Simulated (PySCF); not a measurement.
Te(Cl)(NMe2) (C2H6ClNTe), SMILES CN(C)[Te]Cl. Geometry: PBE-D3(BJ)/def2-SVP. The structure was generated by enumeration, and PubChem lists no compound with its InChIKey, so it may never have been made. The def2 effective core potentials stand for the cores of Te; spin–orbit coupling is left out. One conformer was computed; it need not be the lowest.

Task: Give the equilibrium geometry at PBE-D3(BJ)/def2-SVP (PySCF confirms it by a frequency run) as a Z-matrix, and its point group. (An estimate is asked for; the answer gives what the named calculation found.)

Result: This is not unique; one that fits is point group Cs.
```
N
C 1 1.4572
H 2 1.1059 1 110.35
H 2 1.1127 3 108.55 1 -119.74
H 2 1.1159 3 108.34 4 -116.78
C 1 1.4572 2 113.91 3 -175.83
H 6 1.1059 1 110.35 2 175.83
H 6 1.1127 7 108.55 1 119.74
H 6 1.1159 7 108.34 8 116.78
Te 1 2.0234 2 118.79 3 36.53
Cl 10 2.4537 1 103.44 2 73.03
```
